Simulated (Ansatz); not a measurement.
Consider the hydrogenolysis of a C–N bond: `C/C=C\[NH][AlH2]` + H₂ → `C=CC` + `[NH2][AlH2]`.

Calculated with Ansatz (gas phase, PBE0-D4/def2-TZVP geometries, no zero-point term in ΔE). CCSD(T)/CBS adds triple-zeta CCSD(T) − MP2 to the extrapolated MP2 energy (def2 sets, frozen cores). This one scheme is used for every species. One conformer a species, not always the lowest.

`C/C=C\[NH][AlH2]`:

```xyz
13

C     0.684   -0.742   -1.815
C     1.292   -0.517   -0.466
C     0.624   -0.011    0.574
N    -0.707    0.377    0.570
Al   -1.664    1.058    1.913
H     1.409   -1.164   -2.511
H     0.315    0.189   -2.262
H    -0.164   -1.437   -1.775
H     2.332   -0.776   -0.316
H     1.130    0.125    1.525
H    -1.146    0.236   -0.331
H    -0.932    1.258    3.299
H    -3.174    1.404    1.596
```

H₂:

Z-matrix (Å, degrees):
```
H
H 1 0.746
```

`C=CC`:

Z-matrix (Å, degrees):
```
C
C 1 1.490
H 1 1.095 2 111.0
H 1 1.095 2 111.0 3 118.3
H 1 1.092 2 111.5 3 -120.8
C 2 1.325 1 125.1 3 120.8
H 2 1.088 1 116.2 3 -59.2
H 6 1.084 2 121.6 1 -180.0
H 6 1.086 2 121.4 1 0.0
```

`[NH2][AlH2]`:

Z-matrix (Å, degrees):
```
N
Al 1 1.766
H 1 1.007 2 124.9
H 1 1.007 2 124.9 3 180.0
H 2 1.583 1 117.9 3 -180.0
H 2 1.583 1 117.9 3 0.0
```

| species | MP2/def2-QZVPP energy (Eh) |
| --- | --- |
| `C/C=C\[NH][AlH2]` | -415.56937 |
| H₂ | -1.16658 |
| `C=CC` | -117.66511 |
| `[NH2][AlH2]` | -299.09314 |

Question: Work out ΔE.

Answer: ΔE = (-117.66511) + (-299.09314) − (-415.56937) − (-1.16658) = -0.02230 Eh = -58.5 kJ/mol. CCSD(T)/CBS gives -65.2 kJ/mol.

Largest T1 diagnostic among the species: 0.012.

In def2-TZVPP, CCSD(T) changes the Hartree–Fock value by +25.1 kJ/mol (the triples alone add +6.2 kJ/mol) and MP2 by +31.5 kJ/mol. The D4 term adds +11.6 kJ/mol with B3LYP and +6.5 kJ/mol with PBE0; it sums over pairs of atoms, weighted by their polarisabilities, and B3LYP, whose exchange is more repulsive, gets the larger term. From PBE to PBE0 (25 % exact exchange), in def2-TZVPP and without D4, ΔE moves by −6.1 kJ/mol.

B3LYP here is the variant with VWN-RPA as its local correlation; programs differ in this.
